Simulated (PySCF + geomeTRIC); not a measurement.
All values below come from r2SCAN-D4/def2-TZVP in PySCF + geomeTRIC. fastk is a local helper that only speeds up exchange builds. No frequencies were computed at this level.

```python
import json, numpy as np
from pyscf import gto, dft
from fastk import lowrank_exchange
atoms = """
B      1.195965    -0.007240     0.051857
Si    -0.756988     0.005026    -0.054607
H      1.814804     0.984218     0.114485
H      1.804799    -1.006580     0.080351
H     -1.338625     1.178455    -0.725529
H     -1.368584    -0.007999     1.286238
H     -1.351371    -1.145878    -0.752795
"""
def scf(charge, spin, dm0=None):
    mol = gto.M(atom=atoms, basis='def2-tzvp', ecp={}, charge=charge, spin=spin, verbose=3, max_memory=15120)
    mf = dft.KS(mol, xc='r2scan').density_fit(auxbasis="def2-universal-jkfit")
    mf.disp = 'd4'
    mf.grids.level = 4
    mf.conv_tol = 1e-8
    mf.max_cycle = 60
    mf.kernel(dm0)
    if not mf.converged:
        mf = mf.newton().run(mf.mo_coeff, mf.mo_occ).undo_soscf()
    return mf
mf = scf(0, 0)
from pyscf.geomopt.geometric_solver import kernel as optimize
path = []
done, mol = optimize(mf, maxsteps=80, assert_convergence=False, callback=lambda env: path.append((env["energy"], bool(env["g_scanner"].converged))))
res = dict(converged=bool(done and path[-1][1]), energy=path[-1][0], path=[e for e, c in path], xyz=mol.atom_coords(unit="Angstrom").tolist(), nao=mol.nao)
json.dump(res, open("result.json", "w"))
```

Output:

```
converged SCF energy = -317.254102078632
Geometry optimization cycle 1
converged SCF energy = -317.254102078634
cycle 1: E = -317.254102079  dE = -317.254  norm(grad) = 0.0281274
Geometry optimization cycle 2
converged SCF energy = -317.256465282095
cycle 2: E = -317.256465282  dE = -0.0023632  norm(grad) = 0.00760282
Geometry optimization cycle 3
converged SCF energy = -317.256666561064
cycle 3: E = -317.256666561  dE = -0.000201279  norm(grad) = 0.00205169
Geometry optimization cycle 4
converged SCF energy = -317.256707019926
cycle 4: E = -317.25670702  dE = -4.04589e-05  norm(grad) = 0.00114551
Geometry optimization cycle 5
converged SCF energy = -317.25671801661
cycle 5: E = -317.256718017  dE = -1.09967e-05  norm(grad) = 0.000961522
Geometry optimization cycle 6
converged SCF energy = -317.256722513997
cycle 6: E = -317.256722514  dE = -4.49739e-06  norm(grad) = 0.000333161
Geometry optimization cycle 7
converged SCF energy = -317.256722642843
cycle 7: E = -317.256722643  dE = -1.28846e-07  norm(grad) = 9.34461e-05
<class 'geometric.internal.Distance'> : 6
<class 'geometric.internal.Angle'> : 8
<class 'geometric.internal.OutOfPlane'> : 1
<class 'geometric.internal.Dihedral'> : 6
<class 'geometric.internal.TranslationX'> : 1
<class 'geometric.internal.TranslationY'> : 1
<class 'geometric.internal.TranslationZ'> : 1
<class 'geometric.internal.RotationA'> : 1
<class 'geometric.internal.RotationB'> : 1
<class 'geometric.internal.RotationC'> : 1
Step    0 : Gradient = 1.063e-02/1.733e-02 (rms/max) Energy = -317.2541020786
Step    1 : Displace = 3.393e-02/4.221e-02 (rms/max) Trust = 1.000e-01 (=) Grad = 2.874e-03/6.686e-03 (rms/max) E (change) = -317.2564652821 (-2.363e-03) Quality = 1.111
Step    2 : Displace = 1.480e-02/2.876e-02 (rms/max) Trust = 1.414e-01 (+) Grad = 7.755e-04/1.403e-03 (rms/max) E (change) = -317.2566665611 (-2.013e-04) Quality = 1.298
Step    3 : Displace = 1.056e-02/2.241e-02 (rms/max) Trust = 2.000e-01 (+) Grad = 4.330e-04/9.791e-04 (rms/max) E (change) = -317.2567070199 (-4.046e-05) Quality = 1.253
Step    4 : Displace = 6.190e-03/1.273e-02 (rms/max) Trust = 2.828e-01 (+) Grad = 3.634e-04/8.529e-04 (rms/max) E (change) = -317.2567180166 (-1.100e-05) Quality = 1.372
Step    5 : Displace = 5.226e-03/9.586e-03 (rms/max) Trust = 3.000e-01 (+) Grad = 1.259e-04/2.556e-04 (rms/max) E (change) = -317.2567225140 (-4.497e-06) Quality = 0.957
Step    6 : Displace = 1.046e-03/1.469e-03 (rms/max) Trust = 3.000e-01 (=) Grad = 3.532e-05/5.814e-05 (rms/max) E (change) = -317.2567226428 (-1.288e-07) Quality = 0.196
Converged! =D
```

Cost: around 3 core-minutes (rough).
